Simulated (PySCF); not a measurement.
# Structure from NMR data

The spectra below were simulated for a compound C₇H₁₃B.

1H NMR (500 MHz, computed): δ 7.38 (br, 2H), 4.99 (m, 1H), 4.99 (m, 1H), 2.35 (m, 1H), 2.21 (m, 1H), 2.20 (m, 1H), 2.03 (m, 1H), 1.89 (m, 1H), 1.88 (m, 1H), 1.42 (m, 1H), 1.21 (m, 1H), 0.57 (m, 1H).

13C{1H} NMR (computed): δ 157.1 (C), 114.6 (CH2), 42.2 (CH2), 41.7 (CH), 38.1 (CH2), 31.9 (CH2), 18.6 (CH2).

[PySCF: PBE0/pcSseg-1 with gauge-including orbitals; PBE0-D3(BJ)/def2-SVP geometry; relativity neglected; averaged over atoms made equivalent by symmetry, fast rotation or ring inversion; gas phase; one computed conformer]

Scale: 1H (31.27 ppm), 13C (184.41 ppm) vs TMS (reference shieldings calculated alike).

Problem. Which of these isomers gave the spectra?
A. B[C@@H]1CCCC(=C)C1
B. C=C[C@H]1CBCCC1
C. C=CC(=C)CB(C)C
D. C=C1CC[C@H]1B(C)C
E. C=C[C@H]1BCCCC1
F. CB(C)C=C1CCC1

Solution. A. 

1. 7 carbon signals for 7 carbons: no two carbons are equivalent.
2. Carbon types of the structure: 1 × C, 1 × CH, 5 × CH2, leaving 2 H on heteroatoms.
3. δC 157.1: fully substituted alkene carbon; as expected for a trigonal carbon in a double bond.
4. δC 114.6: terminal =CH2 carbon; as expected for a trigonal carbon in a double bond.
5. δC 42.2, 38.1: allylic sp3 CH2; saturated and bonded to C and H only.
6. δC 31.9, 18.6: sp3 CH2 in a ring; a saturated carbon with 2 carbon neighbours and no heteroatom attached.
7. δH 4.99, 4.99: hydrogen on a terminal =CH2 carbon; attached to an sp2 carbon and in the plane of the double bond.

The others: C=C[C@H]1BCCCC1 would give 13 signals for carbon-bound and other non-exchanging H, not 12; C=C[C@H]1CBCCC1 would give 13 signals for carbon-bound and other non-exchanging H, not 12; CB(C)C=C1CCC1 would give 6 carbon signals, not 7; C=CC(=C)CB(C)C would give 6 carbon signals, not 7; C=C1CC[C@H]1B(C)C would give 6 carbon signals, not 7.

Hydrogens on boron are broadened and split by 11B (spin 3/2, 80 %) and 10B (spin 3). A carbon bonded to boron is broadened by the quadrupolar boron nucleus and is often missing from a measured spectrum. Shifts are as computed. Against solution values, carbons near 30 ppm lie about +2 ppm off and those near 130 ppm about +5 ppm. Of 1211 compounds with measured shifts, 218 miss one by over three times the rms of a fit or turn the order of signals round; such compounds aren't used in these exercises. No couplings were computed; multiplicities are counted from neighbouring protons, with m where these are inequivalent, close in shift, in a saturated or five-membered ring or joined by F or P, and br s for small geminal =CH2 splittings.
